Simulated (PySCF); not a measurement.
## Atomic charges against the basis set

Species: C₂H₈AlFO.
Numbering: `[CH3:1][O+:2]([CH3:3])[AlH2-:4][F:5]` (hydrogens: H6, H7, H8 on C1; H9, H10, H11 on C3; H12, H13 on Al4)

PBE0 throughout (PySCF), one geometry, spherical d and f functions. Isolated species at its PBE0-D3(BJ)/def2-SVP geometry (one conformer only). Atoms taken as equivalent share a column and are averaged.

Mulliken charges (e):

```csv
basis,functions,C1/C3,O2,Al4,F5,H6 (×6),H12/H13
STO-3G,37,-0.128,-0.210,+0.716,-0.331,+0.107,-0.281
6-31G,65,-0.229,-0.662,+0.927,-0.559,+0.206,-0.241
pcSseg-0,65,-0.325,-0.786,+1.118,-0.542,+0.255,-0.336
6-31G*,90,-0.282,-0.512,+0.648,-0.494,+0.208,-0.161
cc-pVDZ,114,+0.069,-0.389,+0.547,-0.437,+0.077,-0.160
def2-SVP,114,+0.113,-0.494,+0.732,-0.445,+0.074,-0.233
"6-311+G(2d,p)",191,-0.273,-0.348,+0.794,-0.593,+0.175,-0.179
aug-cc-pVDZ,191,+0.901,-0.338,-0.196,-0.633,-0.151,+0.135
def2-TZVP,209,-0.237,-0.135,+0.405,-0.412,+0.153,-0.151
IGLO-III,264,-0.242,-0.160,+1.097,-0.638,+0.141,-0.331
cc-pVTZ,266,-0.129,-0.145,+0.384,-0.386,+0.116,-0.145
```

IAO charges (e):

| basis | functions | C1/C3 | O2 | Al4 | F5 | H6 (×6) | H12/H13 |
| --- | --- | --- | --- | --- | --- | --- | --- |
| STO-3G | 37 | -0.243 | -0.204 | +0.956 | -0.512 | +0.149 | -0.324 |
| 6-31G | 65 | -0.240 | -0.306 | +0.793 | -0.580 | +0.169 | -0.222 |
| pcSseg-0 | 65 | -0.218 | -0.314 | +0.801 | -0.565 | +0.164 | -0.235 |
| 6-31G* | 90 | -0.206 | -0.319 | +0.859 | -0.593 | +0.159 | -0.246 |
| cc-pVDZ | 114 | -0.204 | -0.317 | +0.854 | -0.594 | +0.159 | -0.244 |
| def2-SVP | 114 | -0.195 | -0.313 | +0.871 | -0.590 | +0.156 | -0.255 |
| 6-311+G(2d,p) | 191 | -0.216 | -0.324 | +0.886 | -0.610 | +0.164 | -0.251 |
| aug-cc-pVDZ | 191 | -0.214 | -0.320 | +0.870 | -0.607 | +0.162 | -0.245 |
| def2-TZVP | 209 | -0.213 | -0.325 | +0.892 | -0.610 | +0.163 | -0.254 |
| IGLO-III | 264 | -0.215 | -0.324 | +0.893 | -0.611 | +0.163 | -0.254 |
| cc-pVTZ | 266 | -0.214 | -0.323 | +0.884 | -0.607 | +0.163 | -0.251 |

Some averages cover members that differ in this geometry, most widely: H6 (×6), Mulliken in aug-cc-pVDZ -0.315 to -0.081; C1/C3, Mulliken in aug-cc-pVDZ +0.823 to +0.980; H6 (×6), Mulliken in 6-31G +0.186 to +0.252; H6 (×6), Mulliken in 6-311+G(2d,p) +0.157 to +0.220 e.

**Question.** Which scheme is steadiest as the basis changes?

**Answer.** Largest range over the bases for any column: IAO 0.16 e, Mulliken 1.31 e. IAO charges move least and Mulliken charges most, counted in e. Without the minimal STO-3G basis the ranges are IAO 0.10, Mulliken 1.31 e.

**Question.** How much do the charges still move between the two largest bases, IGLO-III and cc-pVTZ?

**Answer.** At most, over all atoms: Mulliken 0.713 e, IAO 0.009 e.

**Question.** What do the same runs give for the total energy, the frontier levels and the dipole moment?

**Answer.** 
```json
{"basis": "STO-3G", "energy (Eh)": "-491.8334", "HOMO (eV)": "-2.64", "LUMO (eV)": "6.01", "μ (D)": "4.79"}
{"basis": "6-31G", "energy (Eh)": "-498.0872", "HOMO (eV)": "-7.44", "LUMO (eV)": "0.74", "μ (D)": "5.79"}
{"basis": "pcSseg-0", "energy (Eh)": "-497.3407", "HOMO (eV)": "-7.48", "LUMO (eV)": "0.83", "μ (D)": "6.03"}
{"basis": "6-31G*", "energy (Eh)": "-498.1664", "HOMO (eV)": "-7.30", "LUMO (eV)": "0.83", "μ (D)": "5.46"}
{"basis": "cc-pVDZ", "energy (Eh)": "-498.1953", "HOMO (eV)": "-7.38", "LUMO (eV)": "0.69", "μ (D)": "5.49"}
{"basis": "def2-SVP", "energy (Eh)": "-497.9234", "HOMO (eV)": "-7.37", "LUMO (eV)": "0.74", "μ (D)": "5.57"}
{"basis": "6-311+G(2d,p)", "energy (Eh)": "-498.2810", "HOMO (eV)": "-7.50", "LUMO (eV)": "-0.12", "μ (D)": "5.50"}
{"basis": "aug-cc-pVDZ", "energy (Eh)": "-498.2191", "HOMO (eV)": "-7.49", "LUMO (eV)": "-0.41", "μ (D)": "5.42"}
{"basis": "def2-TZVP", "energy (Eh)": "-498.3080", "HOMO (eV)": "-7.47", "LUMO (eV)": "0.34", "μ (D)": "5.46"}
{"basis": "IGLO-III", "energy (Eh)": "-498.3147", "HOMO (eV)": "-7.48", "LUMO (eV)": "0.19", "μ (D)": "5.44"}
{"basis": "cc-pVTZ", "energy (Eh)": "-498.2974", "HOMO (eV)": "-7.45", "LUMO (eV)": "0.39", "μ (D)": "5.44"}
```

The dipole is fixed by the density alone, so its range of 1.24 D shows that the density itself changes with the basis, not only its division among atoms.
